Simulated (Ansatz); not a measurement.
Basis-set extrapolation for `C[OH+][B-](C)(Cl)Cl` (PBE0-D4/def2-TZVP geometry, frozen core, Ansatz). Multiplicity 1, RHF reference.

```json
{"": "HF", "def2-TZVPP": "-1098.542809", "def2-QZVPP": "-1098.576264"}
{"": "MP2 correlation", "def2-TZVPP": "-1.097573", "def2-QZVPP": "-1.186264"}
{"": "CCSD(T) correlation", "def2-TZVPP": "-1.205707", "def2-QZVPP": "not run"}
```

Energies in hartree. Use E(X) = E(∞) + A·exp(−7.88·√X) for Hartree–Fock and E(X) = E(∞) + B·X^(−2.97) for correlation, with X = 3 and 4, and add CCSD(T) minus MP2 of the smaller set to the MP2 limit.

Q: What is the CCSD(T) energy at the basis-set limit?

A: HF limit: -1098.576264 + (-0.033455) × 0.13774 = -1098.58087. MP2 limit: -1.186264 + (-0.088691) × 0.74074 = -1.25196. Higher-order term: -1.205707 − (-1.097573) = -0.10813. Total: -1099.94096 hartree, 505.3 kJ/mol below CCSD(T)/def2-TZVPP.
